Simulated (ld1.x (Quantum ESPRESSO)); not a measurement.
# Building the RRKJ potential for praseodymium (PBE, scalar-relativistic).

ld1.x (Quantum ESPRESSO) 7.5 was run on this input:

```
&input
   title='Pr', zed=59., rel=1, dft='PBE', iswitch=3,
   config='[Xe] 4f3 5d0 6s0 6p0',
   nld=4, rlderiv=2.95, eminld=-11.0, emaxld=5.0, deld=0.04
 /
 &inputp
   pseudotype=2, tm=.false., lloc=1,
   nlcc=.false.,
   file_pseudopw='Pr.UPF', file_wfcaegen='ae.wfc', file_wfcncgen='nc.wfc', file_beta='beta', file_chi='chi'
 /
4
5S  1  0   2.00   0.00  2.55  2.55  0.0
4D  3  2  10.00   0.00  0.75  0.75  0.0
4F  4  3   3.00   0.00  1.45  1.45  0.0
5P  2  1   6.00   0.00  2.70  2.70  0.0
 &test
   configts(1)='4d10 4f3 5s2 5p6 5d0 6s0 6p0'
 /
```

Command:

```bash
ld1.x < Pr.in > Pr.out
```

The program printed (shortened: banner, matrices, multipoles, cross overlaps and the repeated all-electron block are left out):

```
Program LD1 v.7.5
     --------------------------- All-electron run ----------------------------

     Pr
     scalar relativistic calculation

     atomic number is 59.00
     dft =PBE   lsd =0 sic =0 latt =0  beta=0.20 tr2=1.0E-14
     Exchange-correlation= PBE
                           (   1   4   3   4   0   0   0)
     mesh =1255 r(mesh) =  99.23220 a.u. xmin = -7.00 dx = 0.01250
     1 Ry =  13.60569312 eV, c = 137.03599908

     n l     nl                  e(Ry)          e(Ha)          e(eV)
     1 0     1S 1( 2.00)     -3074.4703     -1537.2351    -41830.2988
     2 0     2S 1( 2.00)      -495.3830      -247.6915     -6740.0297
     2 1     2P 1( 6.00)      -443.3313      -221.6657     -6031.8300
     3 0     3S 1( 2.00)      -107.5972       -53.7986     -1463.9342
     3 1     3P 1( 6.00)       -91.1135       -45.5568     -1239.6628
     4 0     4S 1( 2.00)       -22.1281       -11.0640      -301.0677
     4 1     4P 1( 6.00)       -16.7448        -8.3724      -227.8243
     3 2     3D 1(10.00)       -67.9829       -33.9915      -924.9548
     5 0     5S 1( 2.00)        -3.8049        -1.9024       -51.7682
     5 1     5P 1( 6.00)        -2.5094        -1.2547       -34.1421
     4 2     4D 1(10.00)        -9.0487        -4.5243      -123.1136
     4 3     4F 1( 3.00)        -1.0172        -0.5086       -13.8395
     5 2     5D 1( 0.00)        -0.9925        -0.4963       -13.5043
     6 0     6S 1( 0.00)        -0.9694        -0.4847       -13.1893
     6 1     6P 1( 0.00)        -0.6999        -0.3500        -9.5228

     final scf error:  2.1E-15 reached in  25 iterations

     Etot =  -18473.466989 Ry,   -9236.733495 Ha, -251344.322773 eV

     Ekin =   19621.384125 Ry,    9810.692063 Ha,  266962.531055 eV
     Encl =  -44767.016334 Ry,  -22383.508167 Ha, -609086.286268 eV
     Eh   =    7103.146939 Ry,    3551.573469 Ha,   96643.237456 eV
     Exc  =    -430.981719 Ry,    -215.490860 Ha,   -5863.805016 eV

     normalization and overlap integrals

     s(1S/1S) =  1.000000  <r> =   0.0241  <r2> =    0.0008  r(max) =   0.0153
     s(2S/2S) =  1.000000  <r> =   0.1031  <r2> =    0.0125  r(max) =   0.0872
     s(2P/2P) =  1.000000  <r> =   0.0905  <r2> =    0.0100  r(max) =   0.0705
     s(3S/3S) =  1.000000  <r> =   0.2723  <r2> =    0.0847  r(max) =   0.2491
     s(3P/3P) =  1.000000  <r> =   0.2704  <r2> =    0.0848  r(max) =   0.2429
     s(4S/4S) =  1.000000  <r> =   0.6225  <r2> =    0.4372  r(max) =   0.5755
     s(4P/4P) =  1.000000  <r> =   0.6595  <r2> =    0.4945  r(max) =   0.6050
     s(3D/3D) =  1.000000  <r> =   0.2475  <r2> =    0.0721  r(max) =   0.2014
     s(5S/5S) =  1.000000  <r> =   1.5053  <r2> =    2.5459  r(max) =   1.3464
     s(5P/5P) =  1.000000  <r> =   1.7512  <r2> =    3.4713  r(max) =   1.5257
     s(4D/4D) =  1.000000  <r> =   0.7275  <r2> =    0.6143  r(max) =   0.6360
     s(4F/4F) =  1.000000  <r> =   1.1456  <r2> =    1.7862  r(max) =   0.6942
     s(5D/5D) =  1.000000  <r> =   2.6386  <r2> =    8.0699  r(max) =   2.1382
     s(6S/6S) =  1.000000  <r> =   3.7174  <r2> =   15.4029  r(max) =   3.3955
     s(6P/6P) =  1.000000  <r> =   4.4804  <r2> =   22.4284  r(max) =   4.0958

     ------------------------ End of All-electron run ------------------------

     --------------------- Generating NC pseudopotential ---------------------

      Generating local pot.: lloc=1, matching radius rcloc =   2.7000

      Wfc   5S  rcut= 2.579  Estimated cut-off energy=       20.53 Ry
      This function has    0 nodes for 0 < r <    2.579

      Wfc   4D  rcut= 0.758  Estimated cut-off energy=      405.60 Ry
      This function has    0 nodes for 0 < r <    0.758

      Wfc   4F  rcut= 1.451  Estimated cut-off energy=      140.40 Ry
      This function has    0 nodes for 0 < r <    1.451

     ------------------- End of pseudopotential generation -------------------

     Computing logarithmic derivative in   2.94095

       Warning: n=3, l=2 expected 0 nodes, found 1
       Setting wfc to zero for this iteration
       (This warning will only be printed once per wavefunction)

       Warning: n=4, l=3 expected 0 nodes, found 1
       Setting wfc to zero for this iteration
       (This warning will only be printed once per wavefunction)

       Warning: n=1, l=0 expected 0 nodes, found 1
       Setting wfc to zero for this iteration
       (This warning will only be printed once per wavefunction)

       Warning: n=3, l=1 expected 1 nodes, found 0
       Setting wfc to zero for this iteration
       (This warning will only be printed once per wavefunction)

     Computing logarithmic derivative in   2.94095
     Computing the partial wave expansion
     R is outside the sphere for l=    0 j= 0.00
       no projector for channel:   1
     R is outside the sphere for l=    2 j= 0.00
     R is outside the sphere for l=    3 j= 0.00

     ---------------------- Testing the pseudopotential ----------------------

     Pr
     scalar relativistic calculation

     atomic number is 59.00   valence charge is 23.00
     dft =PBE   lsd =0 sic =0 latt =0  beta=0.20 tr2=1.0E-14
     mesh =1255 r(mesh) =  99.23220 xmin = -7.00 dx = 0.01250

     n l     nl             e AE (Ry)        e PS (Ry)    De AE-PS (Ry)
     3 2     4D   1(10.00)       -9.04869       -9.04869        0.00000
     4 3     4F   1( 3.00)       -1.01718       -1.01718        0.00000
     1 0     5S   1( 2.00)       -3.80489       -3.80489       -0.00000
     2 1     5P   1( 6.00)       -2.50940       -2.50940        0.00000
     4 2     5D   1( 0.00)       -0.99255       -0.86330       -0.12925  !
     2 0     6S   1( 0.00)       -0.96939       -0.99809        0.02870  !
     3 1     6P   1( 0.00)       -0.69991       -0.20997       -0.48994  !

     eps = 3.8E-15  iter = 23

     Etot =  -18473.466989 Ry,   -9236.733495 Ha, -251344.322773 eV
     Etotps =  -462.001037 Ry,    -231.000519 Ha,   -6285.844332 eV

     Ekin =     277.389816 Ry,     138.694908 Ha,    3774.080717 eV
     Encl =    -778.244887 Ry,    -389.122443 Ha,  -10588.561107 eV
     Ehrt =     356.728152 Ry,     178.364076 Ha,    4853.533761 eV
     Ecxc =     -35.971944 Ry,     -17.985972 Ha,    -489.423231 eV
     Epseu=    -281.902174 Ry,    -140.951087 Ha,   -3835.474473 eV

     ---------------------- End of pseudopotential test ----------------------
```

Generation and configuration tests took about 4.8 s on one core of a shared server CPU.
